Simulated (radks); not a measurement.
Values are calculated unless marked as measured or tabulated.
Exchange energies: the exact (Fock) value of the Kohn-Sham orbitals and density-functional approximations, in hartree. Species: Tc [Kr] 4d5 5s2; Ba [Xe] 6s2; Fe25+ 1s1. Code: a radial shooting solver on a logarithmic mesh with Libxc functionals. Model: non-relativistic Kohn-Sham, exchange-only PBE, spin-polarised, spherical densities, point nucleus. Every spin shell is full or empty, so the densities are truly spherical. Functionals are evaluated on that one density, not self-consistently.

functional        Tc        Ba     Fe25+
exact       -124.246  -189.013  -8.11862
LDA          -117.85   -180.23   -6.9641
B88          -124.32   -189.06   -8.0486
PBE          -123.75   -188.22   -7.9497
PBEsol       -121.31   -184.89   -7.6052
RPBE         -124.02   -188.55   -8.0861
SOGGA        -121.29   -184.87   -7.5869
G96          -124.69   -189.69   -8.0862
APBE         -124.72   -189.56   -8.0742
TPSS         -124.01   -188.39   -8.1193
revTPSS      -123.18   -187.24   -8.1191
SCAN         -124.52   -189.26   -8.1193
